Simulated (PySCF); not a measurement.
A GIAO shielding run with PySCF 2.14.0 with density-fitted response routines (density fitting, non-relativistic, gas phase) on `[SiH2]1N(CC=C)[SiH2]CC1`, C5H13NSi2:

```
$ OMP_NUM_THREADS=1 python probes_run.py task.json out

{"job": {"kind": "nmr", "xc": "PBE0", "basis": "pcSseg-1"}, "charge": 0, "multiplicity": 1}
C      2.970003    -1.302543    -1.056661
C      2.089419    -1.135173    -0.088733
C      1.626650     0.194990     0.419150
N      0.205335     0.359817     0.212180
Si    -0.422148     0.798267    -1.345452
C     -2.229900     1.022799    -0.807106
C     -2.517027     0.074509     0.362042
Si    -0.950377    -0.097293     1.421141
H      3.255933    -2.278964    -1.410553
H      3.452435    -0.462984    -1.530556
H      1.603247    -1.984066     0.373396
H      2.164543     0.995056    -0.098156
H      1.838428     0.270468     1.491257
H     -0.236822    -0.257475    -2.351679
H      0.231439     2.032278    -1.796459
H     -2.934798     0.858386    -1.621820
H     -2.376869     2.052220    -0.477501
H     -2.785520    -0.906859    -0.031748
H     -3.375779     0.417587     0.938822
H     -0.865324     0.836211     2.552942
H     -0.751789    -1.470288     1.907215
```

Hardware: 1 thread of an Arm Neoverse V1, shared host. The job also computes population analyses, field gradients, ring-centre shieldings.

Problem. How large is the calculation?

Solution. 78 electrons, 215 basis functions and 1155 auxiliary functions.

Problem. How long does it take, and how much memory does it need?

Solution. 39 s of wall time, with 14 SCF cycles and 5 response iterations; peak memory 0.96 GiB. Times on a shared host scatter by some tens of per cent.
